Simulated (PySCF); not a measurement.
C₃H₇FOSi.
SMILES with atom numbers: `[O:1]=[CH:2][C@@H:3]([F:4])[CH2:5][SiH3:6]` (hydrogens: H7 on C2; H8 on C3; H9, H10 on C5; H11, H12, H13 on Si6)

Jobs on this species (13 atoms, 56 electrons) with PySCF (density fitting). Hardware of each: Arm Neoverse V1, one thread, no GPU, shared host. Other jobs ran on the host; a repeat could differ by tens of per cent or more. Peak memory is the resident size of the whole Python process, interpreter and libraries included.

```json
{"level and settings": "PBE0/pcSseg-2", "work": "shieldings, charges and field gradients", "basis functions": "321", "SCF cycles": "?", "wall time": "?", "peak memory": "?"}
{"level and settings": "KT2/pcSseg-1", "work": "shieldings", "basis functions": "144", "SCF cycles": "?", "wall time": "?", "peak memory": "?"}
{"level and settings": "PBE0/def2-TZVP", "work": "shieldings, charges and field gradients", "basis functions": "234", "SCF cycles": "14", "wall time": "27 s", "peak memory": "0.95 GiB"}
{"level and settings": "PBE0/pcSseg-1", "work": "shieldings", "basis functions": "144", "SCF cycles": "14", "wall time": "11 s", "peak memory": "0.75 GiB"}
{"level and settings": "BP86/pcSseg-1", "work": "shieldings", "basis functions": "144", "SCF cycles": "15", "wall time": "19 s", "peak memory": "0.77 GiB"}
{"level and settings": "PBE0/aug-cc-pVDZ", "work": "shieldings, charges and field gradients", "basis functions": "205", "SCF cycles": "14", "wall time": "23 s", "peak memory": "0.94 GiB"}
{"level and settings": "mPW1PW91/pcSseg-1", "work": "shieldings", "basis functions": "144", "SCF cycles": "14", "wall time": "11 s", "peak memory": "0.76 GiB"}
{"level and settings": "PBE0/6-31G", "work": "shieldings, charges and field gradients", "basis functions": "72", "SCF cycles": "14", "wall time": "6.6 s", "peak memory": "0.47 GiB"}
{"level and settings": "B3LYP/6-31G*", "work": "spin–spin couplings from 12 perturbed nuclei, spin–dipole term for 2 of them", "basis functions": "102", "SCF cycles": "13", "wall time": "14 s", "peak memory": "0.59 GiB"}
```

Fill in the missing figures.

- PBE0/pcSseg-2; shieldings, charges and field gradients: 57 s, 1.2 GiB, 14 SCF cycles
- KT2/pcSseg-1; shieldings: 20 s, 0.77 GiB, 16 SCF cycles

What do all jobs in the table cost together?

About 3.1 min; the longest takes about 30 % of that, and about 8.6 times as long as the shortest.
